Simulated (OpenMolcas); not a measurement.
**Rh6+: effect of the basis set**

* Program: OpenMolcas
* Method: MS-CASPT2, IPEA 0.25 Eh, imaginary shift 0.1 Eh (closed shells correlated: 4s 4p)
* Active space: 3 electrons in 5 orbitals (4d)
* State averaging: 2S+1 = 4 even, 10 roots; 2S+1 = 2 even, 40 roots
* Spin-orbit coupling: RASSI with atomic mean-field integrals over the reference wave functions, term energies averaged over their components

A. ANO-R1 [6s4p3d1f], X2C, finite nucleus; CASPT2 step about 11 core-seconds
B. ANO-RCC-VDZP [6s5p3d1f], DKH2, point nucleus; CASPT2 step of the order of 8 core-seconds
C. ANO-R2 [7s5p4d2f1g], X2C, finite nucleus; CASPT2 step roughly 6 core-seconds
D. ANO-RCC-VTZP [7s6p4d2f1g], DKH2, point nucleus; CASPT2 step roughly 7 core-seconds
E. ANO-R3 [8s6p5d3f2g1h], X2C, finite nucleus; CASPT2 step of the order of 70 core-seconds
F. ANO-RCC-VQZP [8s7p5d3f2g1h], DKH2, point nucleus; CASPT2 step roughly 30 core-seconds

Energies in cm⁻¹ above 4d³ ⁴F_3/2.

```json
{"Level": "4d³ ⁴F_3/2", "A": "0.0", "B": "0.0", "C": "0.0", "D": "0.0", "E": "0.0", "F": "0.0"}
{"Level": "4d³ ⁴F_5/2", "A": "1948", "B": "1882", "C": "1859", "D": "1878", "E": "1815", "F": "1802"}
{"Level": "4d³ ⁴F_7/2", "A": "4250", "B": "4110", "C": "4050", "D": "4090", "E": "3960", "F": "3930"}
{"Level": "4d³ ⁴F_9/2", "A": "6680", "B": "6470", "C": "6360", "D": "6420", "E": "6220", "F": "6190"}
{"Level": "4d³ ⁴P_3/2", "A": "15920", "B": "15530", "C": "14910", "D": "14930", "E": "14890", "F": "14950"}
{"Level": "4d³ ⁴P_1/2", "A": "16190", "B": "15760", "C": "15190", "D": "15220", "E": "15170", "F": "15220"}
{"Level": "4d³ ⁴P_5/2", "A": "19100", "B": "18570", "C": "18010", "D": "18080", "E": "17920", "F": "17960"}
{"Level": "4d³ ²G_7/2", "A": "19310", "B": "18830", "C": "17970", "D": "18000", "E": "17630", "F": "17700"}
{"Level": "4d³ ²G_9/2 [67 %]", "A": "20650", "B": "20160", "C": "19170", "D": "19190", "E": "18820", "F": "18890"}
{"Level": "4d³ ²D_3/2(1) [51 %]", "A": "23200", "B": "22710", "C": "21940", "D": "21950", "E": "21750", "F": "21810"}
{"Level": "4d³ ²P_1/2", "A": "24590", "B": "24090", "C": "22900", "D": "22870", "E": "22740", "F": "22770"}
{"Level": "4d³ ²H_9/2 [71 %]", "A": "27480", "B": "26840", "C": "25510", "D": "25540", "E": "25070", "F": "25140"}
{"Level": "4d³ ²H_11/2", "A": "27750", "B": "27140", "C": "25680", "D": "25680", "E": "25250", "F": "25320"}
{"Level": "4d³ ²D_5/2(1)", "A": "27980", "B": "27380", "C": "26660", "D": "26710", "E": "26370", "F": "26440"}
{"Level": "4d³ ²P_3/2 [53 %]", "A": "29880", "B": "29230", "C": "28180", "D": "28210", "E": "27910", "F": "27930"}
{"Level": "4d³ ²F_7/2", "A": "39730", "B": "39080", "C": "37210", "D": "37170", "E": "36910", "F": "37040"}
{"Level": "4d³ ²F_5/2", "A": "40290", "B": "39630", "C": "37750", "D": "37710", "E": "37460", "F": "37580"}
{"Level": "4d³ ²D_5/2(2)", "A": "61020", "B": "60190", "C": "58330", "D": "58270", "E": "58070", "F": "58230"}
{"Level": "4d³ ²D_3/2(2)", "A": "61710", "B": "60880", "C": "58970", "D": "58910", "E": "58720", "F": "58870"}
```

Among A to F the level of the table that moves most is 4d³ ²D_3/2(2), by 3000 cm-1 (lowest in E, highest in A). Moves below CASPT2's spread within the term are not significant.

CASPT2 does not keep the components of a term degenerate, so their means are used; among the terms shown or strongly mixed into the levels shown the widest spread is 940 cm-1 (4d³ ⁴F, C). The CASPT2 spread within a term exceeds the gap to the next term for 4d³ ²D(1) and 4d³ ²H, so the order of their levels is uncertain (holds for A; B). The basis is small and was not contracted for so high a charge (holds for A; B). Only configurations of the active space appear.

A share in square brackets marks a mixed level and gives the weight of the term that names it, the lowest over the columns. A number in round brackets counts repeated terms of one configuration in the order of the reference energies.
